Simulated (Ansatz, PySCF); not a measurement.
Dissociation curve of SiH, doublet.

- UCCSD = CCSD on UHF/cc-pVDZ, frozen core (Ansatz, a first-principles code)
- UKS-BLYP = unrestricted BLYP/cc-pVDZ (Ansatz)
- UKS-B3LYP/LANL2DZ = unrestricted B3LYP/LANL2DZ, with its core potentials past Ne (PySCF)
- FCI = full CI/cc-pVDZ, frozen core run with Ansatz

Energies relative to the lowest point of each curve near equilibrium, in kJ/mol:

```csv
R / Å,UCCSD,UKS-BLYP,UKS-B3LYP/LANL2DZ
1.23,109.6,115.8,109.8
1.38,22.8,27.2,23.7
1.46,4.9,7.5,5.5
1.48,2.6,4.6,3.1
1.57,0.6,0.0,0.1
1.63,5.2,2.7,3.8
2.11,108.4,93.3,102.6
3.05,259.3,257.6,286.0
3.43,270.7,281.1,306.1
4.63,275.6,301.5,320.0
5.37,275.8,302.6,320.8
6.08,275.9,302.8,320.9
```

Question: Predict the corresponding FCI column.

Answer: 1.23: 110.0; 1.38: 23.1; 1.46: 5.1; 1.48: 2.8; 1.57: 0.5; 1.63: 4.8; 2.11: 104.8; 3.05: 251.4; 3.43: 268.0; 4.63: 277.7; 5.37: 278.1; 6.08: 278.2 (kJ/mol).

The unrestricted determinant behind UCCSD is spin-contaminated at 1.15 to 1.23, 2.11 to 6.08 Å (<S²> up to 1.8, against 0.75 for a pure doublet). The unrestricted determinant behind UKS-BLYP is spin-contaminated at 2.73 to 6.08 Å (<S²> up to 1.8, against 0.75 for a pure doublet). The unrestricted determinant behind UKS-B3LYP/LANL2DZ is spin-contaminated at 2.51 to 6.08 Å (<S²> up to 1.7, against 0.75 for a pure doublet).
